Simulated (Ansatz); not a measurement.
Ansatz results at the PBE0-D4/def2-TZVP geometry: LUMO energy (ωB97M-V/def2-TZVPP) 2.48 eV; HOMO–LUMO gap (PBE/def2-TZVPP) 7.07 eV; HOMO–LUMO gap (B3LYP/def2-TZVPP) 8.88 eV.

Each molecule was computed in one conformer, which needn't be the lowest.

(1) Which molecule gave them?
A. `N#C[Si](C#N)(C#N)C#N`
B. `[SiH3]OCCCl`
C. `CO[SiH](C)Cl`
D. `CO[Si](C)(F)[GeH3]`

Answers

(1) C. The others give `N#C[Si](C#N)(C#N)C#N`: -0.92, 5.88, 7.82; `CO[Si](C)(F)[GeH3]`: 2.15, 6.06, 7.73; `[SiH3]OCCCl`: 1.67, 5.98, 7.97.

B3LYP here is the variant with VWN-RPA as its local correlation; programs differ in this.
